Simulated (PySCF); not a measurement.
How methods differ on the excitation energy of Te

Te [Kr] 4d10 5s2 5p4 (3P) → Te [Kr] 4d10 5s2 5p3 6s1 (5S), as a difference of total energies. Calculation: PySCF 2.14, in aug-cc-pVQZ-PP with ECP28MDF; a scalar-relativistic core potential. Correlated levels: valence: 4s2 4p6 4d10 frozen. The calculations carry no spin-orbit coupling.

```csv
method,excitation energy (cm⁻¹)
UHF,37306
LDA,42701
PBE,41496
PBE0,42158
r2SCAN,43473
LC-wPBE,44347
r2SCANh,43424
B2PLYP,42990
r2SCAN0,43354
MP2 (valence),40713
SCS-MP2 (valence),42323
```

Errors of the correlated levels include the incompleteness of this basis and the frozen core.

For comparison: 42146 cm⁻¹ (measured; NIST levels, between the centres of gravity of the two terms).
